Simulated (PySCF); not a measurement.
**Relaxation of doublet CuHF**

All numbers come from UPBE0/[Cu def2-TZVP, H def2-TZVP, F def2-TZVP], no relativity, density fitting, PySCF. A (50,194) grid was used.

A hand-made bent start, of Cs symmetry, held to at least that symmetry:

```xyz
3
charge 0 multiplicity 2, angstrom
Cu   -0.3159    0.0000   -0.2413
H    -1.4955    0.0000    0.5847
F     1.1258    0.0000    0.7682
```

**Question.** What forces act on the atoms at the start (eV/Å)?

**Answer.** 
```json
{"atom": "Cu1", "Fx": "0.78", "Fy": "0.00", "Fz": "0.16"}
{"atom": "H2", "Fx": "-0.82", "Fy": "0.00", "Fz": "0.14"}
{"atom": "F3", "Fx": "0.04", "Fy": "0.00", "Fz": "-0.31"}
```

**Question.** What does it relax to?

**Answer.** It ends at Cs with Cu–F 1.750 Å, Cu–H 1.485 Å; F–Cu–H 134.9° (after a last refinement on a finer grid). A frequency run shows a minimum.

**Question.** How much energy is released, and in how many steps?

**Answer.** 11.8 kJ/mol in 7 steps.

Open d and f shells are described by one determinant, and the ground state may have another occupation or spin.

The relaxation took 12 s on 2 threads of a shared Arm Neoverse V1 host, with 82 basis functions and 8 gradients; the process peaked at 0.48 GiB.
